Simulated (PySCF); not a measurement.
# Cl²⁺ (chlorine, charge +2) across methods

[Ne] 3s2 3p3, high-spin 4S determinant. All numbers are calculated (PySCF 2.14, no relativity, point nucleus, in aug-cc-pV(D+d)Z).

```
   method  E (hartree)  mean ε 3s α (eV)  mean ε 3s β (eV)  mean ε 3p α (eV)  Σ⟨r²⟩ (bohr²)   ⟨S²⟩
     PW91    -458.7698           -46.288           -42.226           -33.159          15.44  3.750
   r2SCAN    -458.7582           -47.574           -42.126           -33.726          15.46  3.750
  r2SCAN0    -458.7602           -50.163           -43.590           -35.369          15.46  3.751
      PBE    -458.5993           -46.240           -42.147           -33.100          15.46  3.750
     MN15    -458.6671           -48.978           -44.189           -35.643          15.36  3.750
BHandHLYP    -458.8040           -51.972           -45.326           -36.470          15.47  3.751
      LDA    -457.2758           -46.051           -42.403           -33.040          15.48  3.750
      UHF   -458.21026           -57.497           -46.538           -39.669          15.57  3.751
```

Problem. Estimate the same row for PBE0.

Solution. E (hartree) = -458.6403; mean ε 3s α (eV) = -49.271; mean ε 3s β (eV) = -43.666; mean ε 3p α (eV) = -34.946; Σ⟨r²⟩ (bohr²) = 15.45; ⟨S²⟩ = 3.750.
